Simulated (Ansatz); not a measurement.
`N#C[SiH2][SiH2]Cl` + `[SH][SbH2]` → `Cl[SiH2][S][SbH2]` + `N#C[SiH3]` at 400 K and 1 bar (cleavage of the Si–Si bond).

Program: Ansatz. Geometries: PBE0-D4/def2-TZVP. ΔE: electronic, gas phase. CCSD(T)/CBS is the MP2 limit (def2-TZVPP, def2-QZVPP) plus CCSD(T) − MP2 in def2-TZVPP, frozen cores. This one scheme is used for every species. Elements past krypton have def2 core potentials. For Sb outer-core shells are correlated without core-valence functions, which leaves a few kJ/mol of doubt a bond. Each species was taken in one conformer, which may not be the lowest.

```csv
species,CCSD(T)/CBS energy (Eh),H − E (kJ/mol),S (J/(mol·K))
`N#C[SiH2][SiH2]Cl`,-1133.12837,151.9,408.0
`[SH][SbH2]`,-639.59431,80.2,311.9
`Cl[SiH2][S][SbH2]`,-1389.13613,125.2,414.4
`N#C[SiH3]`,-383.61554,107.3,285.5
```

H − E and S are ideal-gas, rigid-rotor, harmonic terms from PBE0-D4/def2-TZVP, for one conformer and one mirror image of each species. 1 Eh = 2625.50 kJ/mol, R = 8.31446 J/(mol·K).

Question: By hand: ΔE, ΔH, ΔS and ΔG.

Answer: ΔE = (-1389.13613) + (-383.61554) − (-1133.12837) − (-639.59431) = -0.02899 Eh = -76.1 kJ/mol. Δ(H − E) = 125.2 + 107.3 − 151.9 − 80.2 = 0.4, so ΔH = -75.7 kJ/mol. ΔS = 414.4 + 285.5 − 408.0 − 311.9 = -20.0 J/(mol·K). ΔG = -75.7 − 400 × (-20.0)/1000 = -67.7 kJ/mol.

Question: By hand: the equilibrium constant, and the temperature at which ΔG would vanish if ΔH and ΔS stayed fixed.

Answer: log₁₀ K = −ΔG/(RT ln 10) = 8.8. ΔG = 0 at ΔH/ΔS = 3785 K, far beyond where these terms or the molecules hold.

ΔH outweighs TΔS. A doubt of 5 kJ/mol in ΔE shifts log₁₀ K by 0.7 here. Other conformers and mirror images would add mixing entropy, several J/(mol·K) or more a flexible species. Modes under 60 cm⁻¹, often nearly free rotors, make the harmonic entropy too high. These are equilibria of isolated gas molecules and say nothing of rates. Largest T1 diagnostic: 0.013 (customary marks: 0.02 for closed shells, 0.045 for open ones).
